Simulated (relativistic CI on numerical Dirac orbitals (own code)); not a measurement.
# Mn2+: K-alpha X-ray emission

Computed with this model: Dirac-Coulomb-Breit CI, KLI orbitals optimised for each configuration, model QED, valence Slater integrals scaled by 0.7, multiplet model of X-ray emission after core ionisation; configurations [Ar] 3d5 → 1s 2s2 2p6 3s2 3p6 3d5 → [He] 2s2 2p5 3s2 3p6 3d5; 300 K; Lorentzian 1.8 eV and Gaussian 0.6 eV FWHM. Energies are those of the free ion, without screening or charge transfer. S is read from ⟨S²⟩ = S(S + 1).

Field parameters in Wybourne normalisation: Oh B⁴₀ = 21Dq, B⁴₄ = √(5/14) B⁴₀. The field is a parameter set, without covalency.

free ion: ground-state S = 2.50, centroid 5893.48 eV. Peaks (eV, height): 5886.0 (60), 5893.2 (24), 5897.8 (100).

Oh, 10Dq = 20400 cm⁻¹: ground-state S = 0.51, centroid 5893.53 eV. Peaks (eV, height): 5886.4 (51), 5897.6 (100).

Strongest unbroadened transitions for Oh, 10Dq = 20400 cm⁻¹:

```csv
Energy (eV),Relative strength
5886.20,23.5
5886.41,23.9
5886.49,36.1
5886.61,36.7
5886.62,72.1
5895.68,14.3
5896.41,19.8
5896.60,19.1
5896.68,18.6
5896.80,12.2
5897.51,45.6
5897.60,96.2
5897.79,26.2
5897.83,62.7
5897.84,26.6
5897.92,100.0
5897.94,87.7
5897.96,15.0
```
